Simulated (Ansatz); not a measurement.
Molecule: CF6Ge, net charge 0, singlet state. SMILES: [C](F)(F)(F)[Ge]([F])([F])[F]
Structure (B3LYP-D3(BJ)/def2-TZVP (Ansatz, a program for electronic structure) minimum search):
```
Ge
F 1 1.7128
F 1 1.7128 2 107.82
F 1 1.7128 2 107.82 3 -116.17
C 1 2.0120 2 111.07 4 -121.91
F 5 1.3397 1 110.51 2 60.00
F 5 1.3397 6 108.41 1 -121.26
F 5 1.3397 6 108.41 7 -117.49
```
Charge 0, spin multiplicity 1.

Computed values are from Ansatz. Cores are frozen in the correlated levels unless marked. Open shells are spin-unrestricted. No spin-orbit coupling. Frozen are the shells of the preceding noble gas and the d and f shells that filled before the atom's block. Non-relativistic. CBS marks a two-point X^-3 extrapolation of the correlation energy; Hartree-Fock from the larger set.

Q: What is the atomisation energy De at CCSD(T)/CBS(cc-pVTZ,cc-pVQZ)?

A: 3174.6 kJ/mol.

Q: What is the dipole moment at CCSD(T)/aug-cc-pVDZ?

A: 0.81 D.

Q: What is the total energy at CCSD(T)/CBS(cc-pVTZ,cc-pVQZ)?

A: -2712.4295 Eh.

Q: What is the T1 diagnostic at CCSD/cc-pVQZ?

A: 0.013.
